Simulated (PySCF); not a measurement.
Polarisability and C₆ of Pt(2+) (platinum, charge +2)

[Xe] 4f14 5d8, high-spin 3F determinant. Calculation: PySCF 2.14, in def2-TZVPPD with the def2 core potential (60 electrons); scalar relativity through the core potential. Coupled (time-dependent) response in atomic units; α is the mean over directions.

| method | mean α (bohr³) | C₆ (like pair) | S(−4) |
| --- | --- | --- | --- |
| UHF | 7.585 | 48.38 | 11.63 |
| PBE | 8.369 | 53.81 | 16.45 |
| PBE0 | 8.109 | 52.15 | 14.52 |
| BP86 | 8.365 | 53.78 | 16.41 |
| M06-L | 7.945 | 51.14 | 13.89 |

S(−4) is the Cauchy moment in α(ω) = α(0) + S(−4) ω² + …

Spin-orbit coupling is absent.

α(iu) at PBE0:

```
u (hartree)  α(iu) (bohr³)
          0          8.109
     0.0500          8.073
      0.100          7.969
      0.200          7.600
      0.300          7.110
      0.500          6.099
      0.750          5.047
       1.00          4.219
       1.50          3.008
       2.00          2.200
       3.00          1.277
       5.00         0.5616
```

For an ion, C₆ is the dispersion term alone; charge-induced terms of lower order in 1/R come first.

Energies and moments cover only the electrons outside the core potential. Spin-orbit coupling, absent here, splits the open shell strongly.
